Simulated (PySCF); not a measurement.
Ionisation energy of Te⁴⁰⁺ by level of theory

Te⁴⁰⁺ [Ne] 3s2 (1S) → Te⁴¹⁺ [Ne] 3s1 (2S), as a difference of total energies. Computed with PySCF 2.14 in an uncontracted even-tempered set (18 s from 7.7 bohr⁻², ratio 2.5; 12 p from 10 bohr⁻², ratio 2.5; 4 d from 37 bohr⁻², ratio 2.7; 4 f from 55 bohr⁻², ratio 2.7), with the spin-free X2C one-electron Hamiltonian (Gaussian nucleus). Correlated levels: outer shells: 1s2 frozen; virtual orbitals above 40 to 60 times the deepest correlated orbital energy dropped. The calculations carry no spin-orbit coupling.

```tsv
method	ionisation energy (eV)
UHF	2954.2
MP2 (outer shells)	2957.6
SCS-MP2 (outer shells)	2958.0
CCSD (outer shells)	2958.3
CCSD(T) (outer shells)	2958.3
```

Task: How much does correlation contribute at CCSD(T) (outer shells)?

Result: 2958.3 − (2954.2) = 4.1 eV, measured against UHF.

Breit and QED terms and the two-electron picture change are absent.

For comparison: 2954 ± 4 eV (theoretical estimate listed by NIST; NIST Atomic Spectra Database, ionization energies).
